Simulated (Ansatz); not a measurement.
Ansatz (a quantum-chemistry and plane-wave program) input:

Ansatz 0.2 input:
```yaml
crystal:
  periodic: [false, false, false]
  atoms:
    - {symbol: C, position_ang: [2.79689069, 0.10874318, 0.49239640]}
    - {symbol: C, position_ang: [1.93783186, -0.39714014, -0.60924545]}
    - {symbol: C, position_ang: [0.59478421, 0.18722853, -0.87227155]}
    - {symbol: C, position_ang: [-0.47989701, -0.25555757, 0.14412279]}
    - {symbol: C, position_ang: [-1.84026851, 0.35960568, -0.14883630]}
    - {symbol: O, position_ang: [-2.82835671, 0.01505402, 0.81672645]}
    - {symbol: H, position_ang: [3.83713715, -0.19879892, 0.37164184]}
    - {symbol: H, position_ang: [2.47174976, -0.26083583, 1.47759444]}
    - {symbol: H, position_ang: [2.76714374, 1.20157876, 0.55168423]}
    - {symbol: H, position_ang: [2.19185876, -1.34195939, -1.07523458]}
    - {symbol: H, position_ang: [0.25766832, -0.08216417, -1.87779956]}
    - {symbol: H, position_ang: [0.65701252, 1.28235898, -0.84231055]}
    - {symbol: H, position_ang: [-0.17577421, 0.02478242, 1.15539527]}
    - {symbol: H, position_ang: [-0.56177293, -1.34810652, 0.12683045]}
    - {symbol: H, position_ang: [-2.16937533, 0.07937540, -1.15832667]}
    - {symbol: H, position_ang: [-1.77387591, 1.44882684, -0.11973230]}
    - {symbol: H, position_ang: [-2.93096570, -0.94276774, 0.81945068]}
basis:
  gaussian:
    orbitals: 6-31G*
magnetization: {spin_polarized: true, initial_magnetization: 1}
correlation: {method: ccsd_t, electrons: outside_noble_gas}
```

Which total energy does the run end on?

-271.45043 Eh (CCSD(T)/6-31G*).

It need not be the lowest isomer of its formula.
